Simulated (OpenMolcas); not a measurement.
# Cr4+: ligand-field states by method

Cr4+ with 3 ligands (hydroxide) in trigonal planar coordination (C3h) at 1.6 Å. Ligand basis ANO-RCC-VDZP.

```
Program             : OpenMolcas 26.06
Basis               : ANO-RCC-VDZP [5s4p2d1f]
Scalar Hamiltonian  : DKH2, point nucleus
Active space        : 2 electrons in 5 orbitals (3d)
State averaging     : 2S+1 = 3 even, 10 roots; 2S+1 = 1 even, 15 roots
Spin-orbit coupling : state interaction with AMFI integrals over the reference wave functions
```

I. CASSCF
II. SS-CASPT2, IPEA 0.25 Eh, imaginary shift 0.1 Eh (closed shells correlated: 3s 3p and the ligand valence shells)

Spin-free states in cm-1, each column counted from its own energy of the first state listed:

```json
{"State": "2S+1 = 3", "Degeneracy": "2", "I": "0", "II": "0"}
{"State": "2S+1 = 3", "Degeneracy": "1", "I": "714", "II": "6700"}
{"State": "2S+1 = 1", "Degeneracy": "1", "I": "7002", "II": "-170"}
{"State": "2S+1 = 1", "Degeneracy": "2", "I": "9269", "II": "4910"}
{"State": "2S+1 = 3", "Degeneracy": "2", "I": "12608", "II": "12800"}
{"State": "2S+1 = 1", "Degeneracy": "2", "I": "13555", "II": "13350"}
```

II puts a state of multiplicity 1 lowest, 170 cm-1 below that state.

From I to II, I's first state of the same spin (2S+1 = 3) moves from 714 to 6700 cm-1, by about +6000 cm-1.

From I to II, I's first state of another spin (2S+1 = 1) moves from 7002 to -170 cm-1, by about -7200 cm-1.

χT at 300 K: I 0.73, II 0.49 cm3 K/mol.

Roots that are degenerate in the reference are averaged as groups; the widest CASPT2 spread within a group is 47 cm-1 (the 2-fold group of multiplicity 1 near 13500 cm-1 above the lowest state of its run, II). Shifts and gaps below about the spread of the groups concerned are not significant. Over all roots computed the reference weight is 0.73 to 0.75 in II; a low but even weight reflects the number of correlated electrons. The least metal-like active orbital is 72 % on the metal (Löwdin) and no ligand orbital is active, so the numbers are rough. Ligand-to-metal charge-transfer states are missing. With no ligand orbital active B as a rule stays too high, so bands that hang on it stand too high and its fall with covalency is understated. An orbital doublet at a regular site is open to a Jahn-Teller distortion, which this geometry leaves out (holds for I). Without dynamic correlation the repulsion within the d shell is too large (B by tens of per cent), so at a given field states of lower spin stand too high (holds for I). With metal d orbitals alone and no dynamic correlation the field as a rule comes out too small, by tens of per cent, by up to half for chloride and softer ligands (holds for I). Spin-orbit coupling mixes the spin-free states strongly: the lowest level takes only 52 % from its leading state, 2S+1 = 1 (holds for II). The distance lies 5 % under the 1.69 Å that this model takes as the normal distance (a Shannon-type radius plus a fixed donor radius); by an R⁻⁵ law this alone changes a d-shell field by about +31 %. No measured value stands beside these numbers; the geometry was imposed, not optimised, and the real ion may take another.

A state without a sure symmetry label is named by its multiplicity alone.
